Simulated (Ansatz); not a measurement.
Pair of molecules: H2 (SMILES [H][H]) (first 2 atoms) with CH4S (SMILES CS); geometry from B3LYP-D3(BJ)/def2-TZVP.
(charge 0, multiplicity 1):
```tsv
atom	x (Å)	y (Å)	z (Å)
H	0.0296	-0.3295	0.1544
H	0.3783	-0.1610	-0.4832
C	0.9006	0.7277	3.0864
S	-0.7370	-0.0717	3.0700
H	0.9060	1.6019	3.7338
H	1.5935	-0.0103	3.4872
H	1.2181	0.9978	2.0813
H	-1.4255	0.9703	2.5763
```

Basis-set superposition error: the interaction energy with monomers in their own basis, and in the dimer's basis (counterpoise).

Codes used: Ansatz (a first-principles code). 

```csv
level,uncorrected (kcal/mol),counterpoise (kcal/mol),difference
HF/aug-cc-pV(Q+d)Z,0.39,0.40,0.01
PBE/def2-TZVPPD,-0.64,-0.62,0.03
BLYP/def2-TZVPPD,0.23,0.27,0.03
revPBE/def2-TZVPPD,0.20,0.23,0.03
r2SCAN/def2-TZVPPD,-0.41,-0.39,0.02
B97M-V/def2-TZVPPD,-0.86,-0.83,0.02
B3LYP/def2-TZVPPD,-0.03,0.00,0.03
PBE0/def2-TZVPPD,-0.53,-0.51,0.02
MP2/aug-cc-pV(T+d)Z,-0.85,-0.64,0.20
MP2/aug-cc-pV(Q+d)Z,-0.77,-0.69,0.08
```

The error is largest for MP2/aug-cc-pV(T+d)Z (0.20 kcal/mol) and smallest for HF/aug-cc-pV(Q+d)Z (0.01 kcal/mol).
